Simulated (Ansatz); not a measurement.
# One arrangement of a pair

The pair of SiH$_{3}$F (SMILES [SiH3]F, atoms 1–5) and TiCl$_{4}$ (SMILES Cl[Ti](Cl)(Cl)Cl, atoms 6–10), both closed shells, in one local arrangement (a lower one may exist), relaxed at PBE0-D4/def2-TZVP:

Si1  (-0.168, 0.048, -2.193)
F2  (-0.974, 0.500, -0.880)
H3  (1.280, 0.194, -1.920)
H4  (-0.586, 0.935, -3.304)
H5  (-0.514, -1.362, -2.486)
Cl6  (0.943, -0.429, 4.107)
Ti7  (0.173, -0.053, 2.122)
Cl8  (1.207, 1.678, 1.336)
Cl9  (0.589, -1.812, 0.920)
Cl10  (-1.950, 0.302, 2.297)
(Å)

Computed with Ansatz 0.2.0 (basis: def2-TZVPPD, with def2-QZVPPD for the basis limit); correlated methods freeze the cores. B3LYP uses VWN-RPA correlation. Extrapolation: Hartree–Fock as exp(−7.88 √X), correlation as X^−2.97. Interaction energies count from these two fragments, frozen as in the pair, with the counterpoise correction; negative means bound.

Question: What is the interaction energy by CCSD(T) at an estimated basis limit (MP2 extrapolated from triple and quadruple zeta, plus CCSD(T) − MP2 in triple zeta)? (To be estimated.)

Answer: By the calculation: -11.9 kJ/mol. Hartree–Fock alone gives 3.3 kJ/mol at the basis limit, so without correlation the pair would not bind at this distance. It counts from the two fragments frozen as in the pair.

The same quantity by other methods in triple zeta, and each one's difference from that estimate:
```tsv
method	E_int (kJ/mol)	difference
PBE-D4	-12.9	-1.0
revPBE-D4	-12.8	-0.8
BLYP-D4	-14.0	-2.0
r2SCAN-D4	-12.8	-0.8
B97M-V	-12.7	-0.8
PBE0-D4	-13.1	-1.2
B3LYP-D4	-14.7	-2.8
HSE06-D4	-12.8	-0.9
wB97X-V	-13.1	-1.1
wB97M-V	-13.3	-1.4
B2PLYP	-2.9	9.0
HF	3.4	15.3
MP2	-9.6	2.4
CCSD	-7.5	4.4
CCSD(T)	-9.5	2.5
```
Differences are method less estimate.

Question: Which atoms make the shortest contact between the fragments?

Answer: F2 and Ti7, 3.26 Å apart.

Basis-set superposition shift (counterpoise-corrected less uncorrected): CCSD(T) 6.3; MP2 6.0; HF 1.5; PBE0-D4 1.4; wB97M-V 1.3 kJ/mol.

The T1 diagnostic stays at or below 0.025.

For scale, one of the runs: CCSD(T)/def2-TZVPPD, 410 basis functions (an equivalent command: `ansatz run in.yaml --threads 2 --backend cuda`). The run took 30 s on 2 CPU threads and a share of one NVIDIA H100 (shared host), with 1.9 GiB of host memory at its peak.
